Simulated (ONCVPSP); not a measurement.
**germanium (Ge): one change to an ONCV potential, before and after**

```
Element                 : Ge (Z = 32)
Generator               : ONCVPSP 4.0.1
Type                    : optimised norm-conserving Vanderbilt (ONCV)
Functional              : LDA (Perdew-Zunger)
Relativity              : scalar-relativistic
Frozen core             : [Ar] 3d10
Valence charge          : 4
Reference configuration : 4s2 4p2
Partial waves           : 4s: rc 1.75 bohr, ncon 4, nbas 8, qcut 2.9 1/bohr, 3 projectors, debl 2.1 Ha; 4p: rc 1.90 bohr, ncon 3, nbas 7, qcut 5.1 1/bohr, 2 projectors, debl 3.4 Ha
Local potential         : polynomial inside 1.50 bohr (lpopt 5, dvloc0 1 Ha)
Core correction         : none
```

Change: s: ncon 3, nbas 7.

Cutoffs: the cutoffs (Ha) at which the residual kinetic energy of the hardest occupied pseudo-wave falls to 1 and 0.1 mHa per electron; they do not see the model core or the augmentation charge, which bear on the density cutoff. Errors are all-electron minus pseudo energies relative to the spin-unpolarised reference configuration.

Problem. Predict the effect on cutoff, ghosts and configuration errors.

Solution. The potential gets neither clearly harder nor softer (44 Ha and 56 Ha → 37 Ha and 61 Ha); the errors of the 4 common tests hardly move; neither file shows a bound ghost.

| quantity | base | changed |
| --- | --- | --- |
| cutoff, loose | 44 Ha | 37 Ha |
| cutoff, tight | 56 Ha | 61 Ha |
| loose cutoff by channel | s 44 Ha, p 7.2 Ha | s 37 Ha, p 7.2 Ha |
| bound ghosts | none | none |
| GHOST(+) flags under 300 eV | s at 218.8 eV | s at 239.7 eV |
| error for 4s2 4p1, meV [ΔE 7.64 eV] | +3.8 | +4.2 |
| error for 4s2 4p0, meV [ΔE 23.35 eV] | +37 | +41 |
| error for 4s1 4p0, meV [ΔE 58.57 eV] | +250 | +247 |
| error for 4s2 4p1.5, meV [ΔE 2.89 eV] | +0.5 | +0.5 |
| s: phases at 1.78 bohr within 0.05 rad from the reference energy up to (Ha; the scan ends near 5) | to the end of the scan | to the end of the scan |
| p: phases at 1.93 bohr within 0.05 rad from the reference energy up to (Ha; the scan ends near 5) | 4.5 | 4.5 |
